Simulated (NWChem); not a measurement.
C₄H₄F₂; SMILES FC1=C(F)CC1

```xyz
10

F      1.6090     0.0000     1.1355
C      0.6673     0.0000     0.1921
C     -0.6673     0.0000     0.1921
F     -1.6090     0.0000     1.1355
C     -0.7895     0.0000    -1.3104
C      0.7895     0.0000    -1.3104
H     -1.2386     0.8948    -1.7548
H     -1.2386    -0.8948    -1.7548
H      1.2386    -0.8948    -1.7548
H      1.2386     0.8948    -1.7548
```
Atoms are numbered in this order, from 1.

Results from NWChem. Medium grid unless said otherwise, to which SCAN and Minnesota functionals are sensitive. Coordinates come from a B3LYP/6-31G* (spherical d) optimisation. Total energies of different functionals are on different scales.

| level | energy (Ha) | highest occupied level (eV) | orbital gap (eV) | dipole (D) |
|---|---|---|---|---|
| PBE/def2-TZVP | -354.2112 | [?] | [?] | [?] |
| B3LYP/def2-TZVP | -354.5972 | -6.88 | 7.49 | 2.32 |
| Hartree-Fock/def2-TZVP | -352.7469 | -9.92 | 13.69 | 2.64 |
| PBE0/def2-TZVP | -354.2225 | -7.08 | 7.98 | 2.32 |
| r2SCAN/def2-TZVP | -354.4202 | -6.01 | 6.12 | 2.25 |
| LDA (Slater exchange, VWN5)/def2-TZVP | -351.9202 | -5.98 | 5.58 | 2.27 |

Question: Some entries are withheld; supply them.

Answer: 
- PBE/def2-TZVP, highest occupied level (eV): -5.80
- PBE/def2-TZVP, orbital gap (eV): 5.65
- PBE/def2-TZVP, dipole (D): 2.13
